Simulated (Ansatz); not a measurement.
Relaxation of CH$_{5}$FGe (8 atoms, charge 0, multiplicity 1), to a largest force component of 0.03 eV/Å in at most 50 steps.

Method: Ansatz, RKS PBE/def2-SVP.

```xyz
8
Properties=species:S:1:pos:R:3:forces:R:3
Ge 0.166 0.017 0.002 0.28 -0.09 -1.05
F 0.473 0.074 1.687 -0.73 0.08 2.34
H 1.691 0.037 -0.117 0.39 -0.02 -1.29
C -0.847 1.578 -0.600 -0.02 0.00 -0.02
H -1.907 1.315 -0.788 0.04 0.02 0.03
H -0.796 2.365 0.178 0.01 -0.01 -0.02
H -0.407 1.974 -1.537 -0.02 0.01 0.02
H -0.543 -1.320 -0.359 0.03 0.01 0.00
```

Question: Where does it end, and by what steps?

Answer: The forces met the threshold. The force dipped under the threshold on the way, but the program's further checks kept it going. After 9 steps the energy has fallen by 0.417 eV; F2 moved furthest, 0.53 Å.

```
step  energy less start (eV)  largest force component (eV/Å)  accepted
   0                  0.0000                           2.339       yes
   1                 -0.3598                           0.303       yes
   2                 -0.3978                           0.099       yes
   3                 -0.4011                           0.053       yes
   4                 -0.4086                           0.034       yes
   5                 -0.3948                           0.870        no
   6                 -0.4132                           0.012       yes
   7                 -0.4136                           0.232       yes
   8                 -0.4163                           0.057       yes
   9                 -0.4168                           0.003       yes
```

```xyz
8
Properties=species:S:1:pos:R:3
Ge 0.216 0.031 0.048
F -0.018 -0.082 1.796
H 1.745 0.197 -0.168
C -0.804 1.575 -0.575
H -1.882 1.431 -0.369
H -0.460 2.493 -0.060
H -0.663 1.705 -1.667
H -0.305 -1.309 -0.540
```

Whether the end is a true minimum wasn't checked by a vibrational analysis.

Time of the run: 15 s on 2 threads of Arm Neoverse V1 (shared host), peak memory 0.12 GiB.
